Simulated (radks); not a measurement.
Question: Calculated with a radial shooting solver on a logarithmic mesh with Libxc functionals: non-relativistic Kohn-Sham, PBE, spin-polarised, spherical densities, point nucleus; open shells are filled with parallel spins first (spin-orbit coupling, left out, can overturn this in heavy ions). Response by self-consistent Sternheimer equations with the Hartree and adiabatic LDA kernel. For heavy and open-shell atoms this level of theory can miss by tens of per cent. Rank Nb+, Be3+, As3+, Ge+, Ti+, Sc (NIST ground configurations) by static dipole polarisability, largest first.

Answer: Sc 120.9, Ti+ 45.27, Nb+ 26.27, Ge+ 19.24, As3+ 7.041, Be3+ 0.01848 bohr^3.
